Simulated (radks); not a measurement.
The chromium anion Cr- inside a hard spherical wall (all orbitals vanish at R), configuration held at [Ar] 3d5 4s2 and not refilled when levels cross. Method: non-relativistic Kohn-Sham, r2SCAN, spin-polarised, spherical densities, point nucleus; open shells are filled with parallel spins first; meta-GGA in the generalised Kohn-Sham scheme; computed with a radial shooting solver on a logarithmic mesh with Libxc functionals. Eigenvalues in eV for spin up, with the zero of energy where the potential of the charges vanishes at infinity; a dash marks a level that is unbound or too diffuse for the functional's potential to be trusted. A positive occupied level is held by the wall or, in an anion where self-interaction has pushed it up, behind a barrier. The pressure on the wall is -dE/dV.

R (bohr),E (hartree),kinetic (hartree),e(3s),e(3p),e(4s),e(3d),"e(4p, empty)","e(5s, empty)",pressure (GPa)
15,-1044.45176,1043.581,-71.443,-42.862,0.067,0.938,-,-,0.00671
12,-1044.44806,1043.592,-71.109,-42.524,0.378,1.277,3.099,4.341,0.0355
8,-1044.41689,1043.698,-69.759,-41.168,1.529,2.599,4.823,9.925,0.779
6,-1044.31847,1044.018,-67.448,-38.867,3.647,4.761,7.920,19.789,6.43
4,-1043.70450,1045.821,-59.960,-31.526,12.963,11.753,20.176,56.442,110
3.5,-1043.17410,1047.328,-55.788,-27.476,19.949,15.865,28.771,80.390,276
2.5,-1039.63830,1057.621,-38.839,-10.706,60.379,34.533,74.702,196.50,2830
2,-1032.88022,1077.124,-17.817,11.219,125.76,59.779,143.34,354.31,13200
1.5,-1009.67551,1137.677,37.291,69.615,310.58,122.72,326.17,748.15,89600
